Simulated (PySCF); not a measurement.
Run record for `Brc1ncco1`: BP86/cc-pVDZ, energy threshold 1e-06 Eh, start guess atom, full TDDFT, 1 singlet.

Method: TDDFT BP86/cc-pVDZ, vertical, gas phase, core orbitals frozen in the response (PySCF 2.14.0, density-fitted response routines). Geometry: GFN2-xTB. The input is one job of a driver script: a line of settings, then coordinates in Å.

Command:
```bash
OMP_NUM_THREADS=1 python probes_run.py task.json out
```

Input:
```
{"job": {"kind": "uv", "xc": "BP86", "basis": "cc-pVDZ", "nstates": 1, "ntriplets": 2, "tda": false, "scf": {"conv": 1e-06, "guess": "atom"}}, "charge": 0, "multiplicity": 1}
Br     2.941333     0.058997     0.529456
C      1.127427    -0.050775     0.207382
N      0.442607    -1.125357     0.008534
C     -0.835541    -0.681268    -0.179108
C     -0.845609     0.673619    -0.080380
O      0.420092     1.083527     0.169217
H     -1.632824    -1.368580    -0.367815
H     -1.608427     1.419250    -0.156371
```

**Question.** What does the run print?

**Answer.** 
```
final grid: 79648 points
cycle   1  E = -2819.5889936440  dE =  1.878e+00  |g| = 1.059e+00  |ddm| = 7.190e+00
cycle   2  E = -2816.9462166514  dE =  2.643e+00  |g| = 2.730e+00  |ddm| = 6.932e+00
cycle   3  E = -2819.7361690742  dE = -2.790e+00  |g| = 7.799e-01  |ddm| = 6.033e+00
cycle   4  E = -2819.8655883598  dE = -1.294e-01  |g| = 2.873e-01  |ddm| = 1.279e+00
cycle   5  E = -2819.8771832201  dE = -1.159e-02  |g| = 2.134e-01  |ddm| = 7.662e-01
cycle   6  E = -2819.8863156367  dE = -9.132e-03  |g| = 7.480e-02  |ddm| = 3.596e-01
cycle   7  E = -2819.8875273998  dE = -1.212e-03  |g| = 2.317e-02  |ddm| = 1.395e-01
cycle   8  E = -2819.8876326567  dE = -1.053e-04  |g| = 1.074e-02  |ddm| = 4.687e-02
cycle   9  E = -2819.8876624257  dE = -2.977e-05  |g| = 1.291e-03  |ddm| = 1.844e-02
cycle  10  E = -2819.8876627949  dE = -3.692e-07  |g| = 4.726e-04  |ddm| = 2.718e-03
converged SCF energy = -2819.8876627949

Static polarisability (au): isotropic 50.849, principal 25.732 45.522 81.294

Singlet excitations
state   eV       nm        f      main configurations
  1   5.3200    233.1   0.00017   H->L+1 0.99

Triplet excitations (Tamm-Dancoff, eV): 4.1553 4.8458
```

H and L stand for HOMO and LUMO; the number after each pair is its weight.

**Question.** Give the mean polarisability as a volume in Å³, and the ratio of the largest to the smallest principal value.

**Answer.** 50.849 au × 0.148185 = 7.54 Å³; 81.294/25.732 = 3.16.

**Question.** How does the lowest singlet excitation compare with the HOMO–LUMO gap?

**Answer.** HOMO -6.04 eV and LUMO -1.25 eV give a gap of 4.79 eV; S1 at 5.32 eV lies 0.53 eV above it.

In short: SCF converged in 10 cycles with 107 basis and 729 fitting functions; HOMO -6.04 eV, LUMO -1.25 eV; lowest singlet 5.32 eV; lowest triplet 4.16 eV (Tamm–Dancoff); mean polarisability 50.8 au.

 Relativistic effects, spin–orbit coupling among them, are left out although an element past zinc is present.

**Question.** Estimate the wall time. Hardware: one thread of an Arm Neoverse V2, on a shared host. And the peak memory of the process?

**Answer.** About 8.9 s, with 0.50 GiB resident at the peak, the Python interpreter and its libraries included.
